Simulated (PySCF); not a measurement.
Input of a run (PBE0-D3(BJ)/def2-SVP geometry optimisation, gas phase, def2 core potentials past Kr (PySCF 2.14.0)), started from GFN2-xTB:
```
{"job": {"xc": "PBE0", "basis": "def2-SVP", "d3": "d3bj", "grid": 1, "maxiter": 30, "shake": 0.03, "kind": "geom"}, "charge": 0, "multiplicity": 1}
Ir     0.410920     0.278590     0.360560
F      0.159010     0.169250     2.283550
N      0.487850     0.545880    -1.800300
H      0.448730     1.544670    -1.951790
H      0.032220    -0.034280    -2.474940
H      1.537750     0.446350    -1.924370
F      2.319810     0.181940     0.160320
N     -1.724760     0.565600     0.546570
H     -1.943190     0.361590     1.603090
H     -2.449850     0.038590     0.022890
H     -1.938070     1.542960     0.472080
F      0.170570     2.296210     0.175890
N      0.488820    -1.731430     0.538960
H      0.000850    -2.436510     0.052940
H      0.395490    -1.943670     1.562580
H      1.569500    -1.859690     0.438390
```

Output (energies in Eh, forces in Eh/bohr):
```
step   0  E = -572.81115330  max force = 0.093847
step   1  E = -572.84012290  max force = 0.031262
step   2  E = -572.84434843  max force = 0.014051
step   3  E = -572.84657385  max force = 0.007247
step   4  E = -572.84712365  max force = 0.005300
step   5  E = -572.84734923  max force = 0.002925
step   6  E = -572.84741878  max force = 0.000959
step   7  E = -572.84743220  max force = 0.001163
step   8  E = -572.84745491  max force = 0.000577
step   9  E = -572.84746015  max force = 0.000539
step  10  E = -572.84746439  max force = 0.000166
optimisation converged
```

Task: Summarise the run.

Result: The energy falls by 22.8 kcal/mol over 11 energy and gradient evaluations, the largest force component goes from 0.0938 to 1.7e-04 Eh/bohr, and the atoms move by 0.113 Å rms after alignment. The bond that changes most is Ir1–N3 (ends: iridium bonded to 3 F and 3 N; nitrogen bonded to Ir and 3 H), which shortens by 0.120 Å. Bonds longer at the end by more than 0.005 Å: 7 of 15; shorter: 8. Among the angles that change most is H4–N3–H6, from 96.5° to 107.9°. Among the dihedrals that turn most is N13–Ir1–N3–H5, from 39° to 55°. The energy never rose by more than 1e-6 Eh on the way. The first step brought 80 % of the lowering.

Task: What are the final bond lengths?

Result: Ir1–F2 1.991 Å, Ir1–N3 2.059 Å, Ir1–F7 1.991 Å, Ir1–N8 2.059 Å, Ir1–F12 1.991 Å, Ir1–N13 2.059 Å, N3–H4 1.028 Å, N3–H5 1.018 Å, N3–H6 1.028 Å, N8–H9 1.028 Å, N8–H10 1.018 Å, N8–H11 1.028 Å, N13–H14 1.018 Å, N13–H15 1.028 Å, N13–H16 1.028 Å. Numbering counts from 1 in the input's order; the species is `[NH3]->[Ir](<-[NH3])(<-[NH3])([F])([F])[F]` (fac-IrF3(NH3)3).

The run used 161 basis functions and 83 SCF cycles in all. Hardware: an Arm Neoverse V1 with one thread, no GPU, shared host with 32 logical CPUs at a one-minute load of 19. Cost: 2.9 min wall, 0.65 GiB resident at most.

PBE0-D3(BJ)/def2-SVP frequencies: not computed here.
